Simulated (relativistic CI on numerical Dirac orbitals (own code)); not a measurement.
Energy levels of Tm+

Computed by Dirac-Coulomb-Breit CI, KLI orbitals optimised for each configuration, a model potential for QED, valence Slater integrals scaled by 0.85, configuration energies shifted to the measured levels that pair with them (semi-empirical) (own radial code, finite nucleus).

Configuration list (outside the closed core [Xe]): 4f¹³6s, 4f¹²6s², 4f¹²6s5d, 4f¹³5d, 4f¹³6p, 4f¹²5d², 4f¹²5d6p, 4f¹²6s6p, 4f¹¹6s5d², 4f¹³6d, 4f¹³7s, 4f¹²6p², 4f¹²5d6d, 4f¹¹6s²5d, 4f¹⁴, 4f¹³7p, 4f¹²6s7s, 4f¹³8s, 4f¹³5f, 4f¹²6s7p, 4f¹²5d7s, 4f¹³7d, 4f¹³8p, 4f¹²6s6d, 4f¹³5g, 4f¹³6f, 4f¹²6s5f, 4f¹²5f6p, 4f¹²6s8s, 4f¹³8d. Levels of other configurations are missing.

```csv
No.,Configuration,Term,J,E (eV),%,Next component (%),jj configuration (%)
1,4f¹³6s,³F°,4,0.0000,94,4 4f¹¹6s5d² ³F°,4f7/2^7 6s (94)
2,4f¹³6s,¹F°,3,0.0356,51,43 ³F°,4f7/2^7 6s (94)
3,4f¹³6s,³F°,2,1.0810,94,4 4f¹¹6s5d² ³F°,4f5/2^5 4f7/2^8 6s (94)
4,4f¹³6s,³F°,3,1.1108,51,43 ¹F°,4f5/2^5 4f7/2^8 6s (94)
5,4f¹²6s²,³H,6,1.5377,93,3 4f¹²6p² ³H,4f7/2^6 (86)
6,4f¹²(3H)6s<4H>5d‡,⁵F,5,1.9237,89,8 ⁵G,4f7/2^6 6s 5d3/2 (77)
7,4f¹²(3H)6s<2H>5d‡,³F,4,2.1501,42,41 ⁵F,4f7/2^6 6s 5d3/2 (68)
8,4f¹²6s²,³F,4,2.2354,52,32 ¹G,4f7/2^6 (92)
9,4f¹³5d,³P°,2,2.2740,92,6 ³D°,4f7/2^7 5d3/2 (70)
10,4f¹²(3H)6s<4H>5d‡,⁵K,8,2.2766,55,40 ³K,4f7/2^6 6s 5d3/2 (61)
11,4f¹²(3H)6s<4H>5d‡,⁵K,9,2.2849,99,1 ³L,4f7/2^6 6s 5d5/2 (91)
12,4f¹²(3H)6s<4H>5d‡,⁵G,6,2.2868,89,9 ⁵H,4f7/2^6 6s 5d3/2 (61)
13,4f¹²(3H)6s<2H>5d‡,³K,7,2.3079,47,27 ¹K,4f7/2^6 6s 5d3/2 (86)
14,4f¹²(3H)6s<2H>5d‡,³G,5,2.4864,41,35 ⁵G,4f7/2^6 6s 5d3/2 (60)
15,4f¹²6s²,³H,5,2.5441,94,3 4f¹²6p² ³H,4f5/2^5 4f7/2^7 (94)
16,4f¹²(3H)6s<2H>5d‡,³F,3,2.5487,41,31 ⁵F,4f7/2^6 6s 5d5/2 (64)
17,4f¹²(3H)6s<4H>5d‡,⁵H,7,2.5925,59,28 ⁵I,4f7/2^6 6s 5d3/2 (63)
18,4f¹³5d,³H°,6,2.6202,99,1 4f¹²5d6p ³H°,4f7/2^7 5d5/2 (99)
19,4f¹³5d,³H°,5,2.6216,54,45 ¹H°,4f7/2^7 5d3/2 (92)
20,4f¹²(3H)6s<4H>5d‡,³F,4,2.6433,39,27 ⁵F,4f7/2^6 6s 5d5/2 (38)
21,4f¹²(3H)6s<4H>5d‡,⁵I,8,2.6565,70,28 ³K,4f7/2^6 6s 5d5/2 (74)
22,4f¹²(3H)6s<2H>5d‡,³H,6,2.6642,23,23 ³I,4f7/2^6 6s 5d3/2 (72)
23,4f¹²(3H)6s<4H>5d‡,³K,8,2.7711,70,17 ⁵I,4f7/2^6 6s 5d5/2 (71)
24,4f¹²(3H)6s<2H>5d‡,³I,7,2.7728,37,29 ⁵H,4f7/2^6 6s 5d5/2 (84)
25,4f¹³5d,³D°,3,2.7731,78,19 ³F°,4f7/2^7 5d3/2 (72)
26,4f¹²(3H)6s<2H>5d‡,³G,4,2.7863,22,20 ³F,4f7/2^6 6s 5d5/2 (51)
27,4f¹³5d,¹D°,2,2.8012,53,33 ³D°,4f7/2^7 5d5/2 (70)
28,4f¹²6s5d‡,³H,6,2.8075,23,21 ⁵H,4f7/2^6 6s 5d5/2 (59)
29,4f¹²(3H)6s<2H>5d‡,³H,5,2.8096,36,29 ¹H,4f7/2^6 6s 5d5/2 (54)
30,4f¹³5d,³P°,1,2.8337,80,12 ³D°,4f7/2^7 5d5/2 (67)
```

Energies count from the lowest computed level; ° marks odd parity. Percentages are summed over parent terms; the parents shown are those of the largest component, closed shells are left out there, and <> holds an intermediate term. Filled j subshells are mostly left out of the jj labels. The list stops below the first level whose count of f electrons has no measured partner. ‡ marks configurations that were not tied to measured data.

The mean weight of the leading LS term, summed over parents, in these 30 levels is 62 %, and that of the leading jj configuration (from the same eigenvectors) 75 %, so jj coupling describes them better and the LS labels are nominal.

Configurations whose levels could be paired with our table of measured levels were shifted onto them, all but the ground configuration, by the median error of their levels; single terms can still be off by 1,000 to 2,000 cm⁻¹ or more, and rates follow the energies as ν³ (E1, M1) or ν⁵ (E2). The others borrow a shift and can be off by several thousand cm⁻¹ or more. The fine structure of a lone outer electron comes out too small, for d and f at times inverted, and misplaced configurations move strength between like terms. 8 of the 44 excited levels that our extract of the measured tables holds in this range could be paired (the sources list more); they are missed by 381 cm⁻¹ on average and 2037 at most, after the shifts were fitted to these levels, and levels without a partner can miss by more.

LS names give the leading component of a level, which can be under half, so a name can repeat, a term be missing and a line seem to break the LS rules.
